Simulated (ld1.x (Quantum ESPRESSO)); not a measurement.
**S TM: all-electron and pseudo phase curves**

```
Element                 : S (Z = 16)
Generator               : ld1.x (Quantum ESPRESSO) 7.5
Type                    : norm-conserving Troullier–Martins (Kleinman–Bylander form)
Functional              : revPBE
Relativity              : scalar-relativistic
Frozen core             : [Ne]
Valence charge          : 6
Reference configuration : 3s2 3p4
Partial waves           : 3s (bound): rc 1.50 bohr; 3p (bound): rc 1.10 bohr; 3d channel at 0.15 Ry: rc 1.55 bohr
Local potential         : the d channel
Core correction         : none
```

The phase is arctan(r·u′/u) with u = r·R(r), unwrapped; energies in Ry, scanned from -3 to 5 Ry. A pole is an energy at which the radial function vanishes at the test radius. The pseudo phase is shifted by a multiple of π to meet the all-electron one at the reference energy, and phase errors are pseudo minus all-electron; the curves can meet again beyond the range given. Levels narrower than the energy grid can be missing from the lists of poles.

| channel | radius (bohr) | reference energy (Ry) | poles, all-electron | poles, pseudo | unbroken range about the reference energy with phases within 0.05 rad | phase error 1 Ry above the reference energy (rad) |
| --- | --- | --- | --- | --- | --- | --- |
| s | 1.71 | -1.27 | 2.25 | 1.60, 4.30 | below 1.6 | -0.007 |
| p | 1.71 | -0.51 | 3.44 | 3.06 | below 4.1 | -0.006 |
| d | 1.71 | 0.15 | 4.31 | 4.45 | the whole range | +0.004 |

Phases in the p channel:

```
E (Ry)  all-electron  pseudo
 -3.00         1.108   1.104
 -2.76         1.075   1.071
 -2.52         1.036   1.032
 -2.28         0.988   0.984
 -2.04         0.928   0.924
 -1.80         0.852   0.848
 -1.56         0.753   0.750
 -1.32         0.624   0.621
 -1.08         0.451   0.449
 -0.84         0.227   0.226
 -0.60        -0.045  -0.045
 -0.36        -0.335  -0.335
 -0.12        -0.598  -0.600
  0.12        -0.811  -0.815
  0.36        -0.974  -0.979
  0.60        -1.097  -1.104
  0.84        -1.190  -1.199
  1.08        -1.263  -1.273
  1.32        -1.321  -1.333
  1.56        -1.369  -1.382
  1.80        -1.408  -1.423
  2.04        -1.442  -1.458
  2.28        -1.470  -1.489
  2.52        -1.496  -1.517
  2.76        -1.518  -1.542
  3.00        -1.538  -1.565
  3.24        -1.556  -1.587
  3.48        -1.574  -1.608
  3.72        -1.589  -1.629
  3.96        -1.605  -1.649
  4.20        -1.619  -1.670
  4.44        -1.633  -1.693
  4.68        -1.646  -1.716
  4.92        -1.659  -1.743
```
